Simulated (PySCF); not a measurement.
H3O2, charge +1, singlet, at a GFN2-xTB geometry; PySCF with MP2/3-21G.

PySCF was given this input:
```python
from pyscf import gto, scf, mp

mol = gto.Mole()
mol.atom = '''
    O     0.62375745   -0.28460684    0.32145270
    O    -0.53954200    0.25003518   -0.28746688
    H     1.36664424   -0.20582617   -0.31616238
    H    -0.83825254    0.98283555    0.32573956
    H    -1.20211531   -0.50043606   -0.28146374
'''
mol.basis = '3-21g'
mol.charge = 1
mol.verbose = 5
mol.build()

mf = scf.RHF(mol)
mf.kernel()

pt = mp.MP2(mf, frozen=2)
pt.kernel()
print('E(MP2) = %.10f' % pt.e_tot)
mf.analyze()
```

The log (banner, timings and long lists left out):

```
PySCF version 2.14.0

[INPUT] verbose = 5
[INPUT] max_memory = 4000
[INPUT] num. atoms = 5
[INPUT] num. electrons = 18
[INPUT] charge = 1
[INPUT] spin (= nelec alpha-beta = 2S) = 0
[INPUT] symmetry False subgroup None
[INPUT] Mole.unit = angstrom
[INPUT] Symbol           X                Y                Z      unit          X                Y                Z       unit  Magmom
[...]
[INPUT] ---------------- BASIS SET ----------------
[INPUT] l, kappa, [nprim/nctr], expnt,             c_1 c_2 ...
[INPUT] H
[...]
                                0.824547          0.904691
[...]
[INPUT] O
[...]
                                48.4308           0.3515
                                10.4206           0.707658
[...]
                                1.5762            1.22156
[...]
                                1.5762            0.853955
[...]
nuclear repulsion = 43.9233050832121
number of shells = 16
number of NR pGTOs = 39
number of NR cGTOs = 24
basis = 3-21g
ecp = {}

******** <class 'pyscf.scf.hf.RHF'> ********
method = RHF
initial guess = minao
damping factor = 0
level_shift factor = 0
DIIS = <class 'pyscf.scf.diis.CDIIS'>
diis_start_cycle = 1
diis_space = 8
diis_damp = 0
SCF conv_tol = 1e-09
SCF conv_tol_grad = None
SCF max_cycles = 50
direct_scf = True
direct_scf_tol = 1e-13
Set gradient conv threshold to 3.16228e-05
Initial guess from minao.
E1 = -293.0678827068707  E2 = 98.59709773626228  Ecoul = 115.7039370857504  Exc = -17.106839349488112
init E= -150.547479887396
cond(S) = 45.52729091209293
[...]
  mo_energy =
[-2.06685073e+01 -2.06451568e+01 -1.83090982e+00 -1.37025230e+00
 -7.93983958e-01 -7.52736588e-01 -6.83980232e-01 -4.36401787e-01
 -3.99375926e-01  7.01505695e-03  1.28655291e-01  2.10584258e-01
  2.28577222e-01  1.15916604e+00  1.17642653e+00  1.19329806e+00
  1.59946222e+00  1.67884123e+00  1.77621838e+00  1.86352234e+00
  1.92751282e+00  1.96345256e+00  2.88093309e+00  3.36020849e+00]
E1 = -286.866737703396  E2 = 92.78697189585785  Ecoul = 109.72497440144392  Exc = -16.93800250558607
cycle= 1 E= -150.156460724326  delta_E= 0.391  |g|= 0.471  |ddm|= 1.83
[...]
  mo_energy =
[-21.22614464 -20.79907129  -1.96081605  -1.58743079  -1.2484566
  -1.12501506  -1.08412301  -0.85003416  -0.80069052  -0.14001821
  -0.08378896  -0.04240355   0.06138465   0.80122461   0.81770245
   0.93348233   1.28073755   1.41884875   1.43515328   1.61204565
   1.64998009   1.74954551   2.59210919   3.04914976]
E1 = -288.4049241893018  E2 = 94.27572747124455  Ecoul = 111.4075715269908  Exc = -17.131844055746242
cycle= 2 E= -150.205891634845  delta_E= -0.0494  |g|= 0.299  |ddm|= 0.552
[...]
  mo_energy =
[-2.09470654e+01 -2.08749194e+01 -1.87949034e+00 -1.57536207e+00
 -1.15663053e+00 -1.05011011e+00 -1.03602168e+00 -8.47270562e-01
 -8.30287569e-01 -1.02691790e-01 -4.61971627e-02  2.62352382e-03
  5.82037983e-02  8.42326712e-01  8.62830088e-01  9.28824808e-01
  1.35548935e+00  1.44132525e+00  1.52573564e+00  1.64839110e+00
  1.66464425e+00  1.73645471e+00  2.63103480e+00  3.09673425e+00]
E1 = -287.9971567007167  E2 = 93.85514082340171  Ecoul = 110.94037776966812  Exc = -17.085236946266406
cycle= 3 E= -150.218710794103  delta_E= -0.0128  |g|= 0.0442  |ddm|= 0.13
[...]
  mo_energy =
[-2.09495451e+01 -2.08433277e+01 -1.86847378e+00 -1.56808663e+00
 -1.14311381e+00 -1.04345545e+00 -1.02539137e+00 -8.43733519e-01
 -8.26551154e-01 -9.06377568e-02 -3.65952907e-02  1.46963735e-02
  6.28329033e-02  8.56541013e-01  8.77906022e-01  9.29404275e-01
  1.36355463e+00  1.44765175e+00  1.53501038e+00  1.65516183e+00
  1.67322074e+00  1.74598732e+00  2.64148546e+00  3.10813540e+00]
E1 = -288.0012143730345  E2 = 93.85821046033966  Ecoul = 110.94775527940737  Exc = -17.08954481906771
cycle= 4 E= -150.219698829483  delta_E= -0.000988  |g|= 0.0166  |ddm|= 0.0649
[...]
  mo_energy =
[-2.09498187e+01 -2.08592160e+01 -1.86946767e+00 -1.57195273e+00
 -1.14112888e+00 -1.04738605e+00 -1.02528739e+00 -8.48011165e-01
[...]
converged SCF energy = -150.219840216012
E(RMP2) = -150.46361800793  E_corr = -0.243777791917654
E(SCS-RMP2) = -150.463823919893  E_corr = -0.243983703881158
E(MP2) = -150.4636180079
Total Energy =                        -150.219840216012045
[...]
1 O 3py          0.01766  -0.11357   0.01810   0.02643  -0.05542
1 O 3pz          0.00892  -0.04649  -0.01598   0.01082   0.09108
2 H 1s          -0.41927   0.00000   0.65112   0.00000  -0.05149
2 H 2s          -0.18401   0.00000   0.30373   0.00000   0.22897
3 H 1s          -0.36178   0.56822  -0.14374  -0.18407   0.14673
3 H 2s          -0.13523   0.25400  -0.03664   0.64597  -0.63767
4 H 1s          -0.36178  -0.56822  -0.14374   0.18407   0.14673
4 H 2s          -0.13523  -0.25400  -0.03664  -0.64597  -0.63767
               #16       #17       #18       #19       #20
0 O 1s           0.00087  -0.00162   0.00000  -0.00064  -0.00132
0 O 2s          -0.13537   0.03010  -0.00000   0.00276  -0.00389
0 O 3s          -0.03064   0.10031  -0.00000   0.09637   0.13310
0 O 2px         -0.16716  -0.02112  -0.00067  -0.08463  -0.00828
0 O 2py         -0.02052   0.01876  -0.00272   0.02376   0.00134
0 O 2pz          0.15031  -0.03316  -0.00111  -0.00732   0.00168
0 O 3px         -0.01558  -0.00227  -0.19609   0.39135   0.02421
0 O 3py          0.03422  -0.20716  -0.79935  -0.12681  -0.30690
0 O 3pz         -0.07425   0.50742  -0.32723   0.07526   0.73518
1 O 1s           0.00061   0.00160  -0.00000  -0.00011  -0.00041
1 O 2s          -0.04620  -0.00798   0.00000   0.00842  -0.02323
1 O 3s          -0.04034  -0.11635   0.00000  -0.04019   0.09999
1 O 2px          0.04533  -0.03431   0.00952  -0.06512   0.00068
1 O 2py          0.00237   0.01079   0.03879   0.02091   0.00483
1 O 2pz         -0.03294  -0.00579   0.01588  -0.01206  -0.01222
1 O 3px         -0.14577  -0.02306  -0.09486   0.84803  -0.17889
1 O 3py         -0.02389  -0.30307  -0.38669  -0.15234   0.23732
1 O 3pz          0.14571   0.75416  -0.15830  -0.13605  -0.47252
2 H 1s           0.24667  -0.03477  -0.00000   0.08371  -0.00797
2 H 2s          -0.87329   0.04991   0.00000  -0.16060  -0.10918
3 H 1s           0.04152  -0.00666  -0.06701  -0.05621   0.02051
3 H 2s          -0.15160   0.05862   0.10270   0.02758  -0.07681
4 H 1s           0.04152  -0.00666   0.06701  -0.05621   0.02051
4 H 2s          -0.15160   0.05862  -0.10270   0.02758  -0.07681
               #21       #22       #23       #24
0 O 1s           0.00000   0.00003   0.00545  -0.00544
0 O 2s          -0.00000  -0.01291  -0.03380   0.03303
0 O 3s          -0.00000  -0.01224   0.77221  -0.59492
0 O 2px         -0.00026  -0.02510  -0.01451  -0.01419
0 O 2py         -0.00108   0.00475  -0.00092   0.01143
0 O 2pz         -0.00044   0.00343   0.01093  -0.01943
0 O 3px         -0.09499   0.87323   0.01854   0.07149
0 O 3py         -0.38724  -0.15493   0.05293  -0.04948
0 O 3pz         -0.15852  -0.14481  -0.14041   0.07802
1 O 1s           0.00000   0.00026   0.00438   0.00735
1 O 2s           0.00000  -0.01222  -0.02921  -0.04476
1 O 3s          -0.00000  -0.06906   0.59892   0.77104
1 O 2px         -0.00688  -0.02931   0.02586  -0.01232
1 O 2py         -0.02806   0.01345  -0.00654   0.01116
1 O 2pz         -0.01149  -0.01529   0.00049  -0.01988
1 O 3px          0.19792  -0.39780  -0.03557   0.05216
1 O 3py          0.80682   0.07622  -0.02825  -0.05313
1 O 3pz          0.33029   0.05218   0.09033   0.09853
2 H 1s           0.00000   0.06141   0.06677  -0.02964
2 H 2s           0.00000   0.06594   0.01352  -0.05181
3 H 1s           0.06305  -0.00910   0.04479   0.03152
3 H 2s           0.06227   0.07164   0.00884   0.07927
4 H 1s          -0.06305  -0.00910   0.04479   0.03152
4 H 2s          -0.06227   0.07164   0.00884   0.07927
 ** Mulliken pop on meta-lowdin orthogonal AOs  **
 ** Mulliken pop  **
[...]
 ** Mulliken atomic charges  **
charge of    0O =     -0.15941
charge of    1O =     -0.13036
charge of    2H =      0.40611
charge of    3H =      0.44183
charge of    4H =      0.44183

WARN: System has nonzero charge 1; the dipole moment is origin-dependent.
Location of origin: [0. 0. 0.]

Dipole moment(X, Y, Z, Debye): -1.73044,  0.65354, -0.55952
```
